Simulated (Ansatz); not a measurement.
Molecule (SMILES): [SeH] (SeH), doublet.
Atoms: Se1, H2. Bonds: Se1-H2.

How fast the optimised Se1-H2 bond length converges with the basis for several methods (Ansatz, a first-principles code): deviation from each method's own reference, in Å. References: B3LYP 1.4733 Å, the value in aug-cc-pV5Z; CCSD(T) 1.4718 Å, the value in def2-QZVPP; HF 1.4563 Å, the value in aug-cc-pV5Z; MP2 1.4637 Å, the value in aug-cc-pV5Z; PBE 1.4832 Å, the value in aug-cc-pV5Z. Cartesian d functions, on some or all atoms, in 6-31G*; all else is spherical. In correlated methods cores are frozen (with 3d on Ga to Br). Open shells are unrestricted. No added dispersion term, no relativity. The reference of a correlated method is not its basis-set limit, which lies further on.

```
basis        functions   B3LYP     CCSD(T)      HF      MP2     PBE
-----------  ---------  ------  ----------  ------  -------  ------
cc-pVDZ             32  0.0105  (withheld)  0.0054   0.0059  0.0089
def2-SVP            37  0.0064  (withheld)  0.0015   0.0004  0.0053
6-31G*              37  0.0131  (withheld)  0.0064   0.0148  0.0119
aug-cc-pVDZ         45  0.0094  (withheld)  0.0052   0.0086  0.0081
6-311G**            50  0.0024  (withheld)  0.0006  -0.0013  0.0021
def2-TZVP           54  0.0016  (withheld)  0.0015   0.0024  0.0012
cc-pVTZ             57  0.0019  (withheld)  0.0016   0.0004  0.0016
pcseg-2             57  0.0023  (withheld)  0.0019   0.0001  0.0021
def2-TZVPP          62  0.0009  (withheld)  0.0009  -0.0008  0.0007
def2-TZVPPD         74  0.0008  (withheld)  0.0005  -0.0007  0.0007
aug-cc-pVTZ         82  0.0016  (withheld)  0.0014   0.0011  0.0014
cc-pVQZ             98  0.0006  (withheld)  0.0003  -0.0005  0.0006
```

**Question.** What belongs in the gaps?

**Answer.** 
- cc-pVDZ, CCSD(T): 0.0067
- def2-SVP, CCSD(T): 0.0008
- 6-31G*, CCSD(T): 0.0201
- aug-cc-pVDZ, CCSD(T): 0.0096
- 6-311G**, CCSD(T): -0.0013
- def2-TZVP, CCSD(T): 0.0032
- cc-pVTZ, CCSD(T): 0.0013
- pcseg-2, CCSD(T): 0.0007
- def2-TZVPP, CCSD(T): 0.0000
- def2-TZVPPD, CCSD(T): 0.0002
- aug-cc-pVTZ, CCSD(T): 0.0021
- cc-pVQZ, CCSD(T): 0.0003

Mean absolute deviation over 6-311G**, def2-TZVP, cc-pVTZ, pcseg-2, def2-TZVPP, def2-TZVPPD, aug-cc-pVTZ: MP2 0.0010, HF 0.0012, CCSD(T) 0.0013, PBE 0.0014, B3LYP 0.0016 Å.
